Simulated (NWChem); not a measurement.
System: PbH2S, singlet; SMILES [PbH][SH]

Results from NWChem. Low-valent species are run as closed-shell singlets; no triplet was tried in these runs. Structure relaxed at the PBE0/def2-SVP level. def2 effective core potentials on Pb; no spin-orbit coupling. Level: PBE0/def2-SVPD; rows give the wavelength of the field.

For field 1065 nm:

```yaml
isotropic polarisability (bohr³): 74.6
anisotropy (bohr³): 40.3
```

Question: Estimate the same quantities for field static.

Answer: 
| Quantity | Value |
|---|---|
| isotropic polarisability (bohr³) | 73.0 |
| anisotropy (bohr³) | 38.9 |
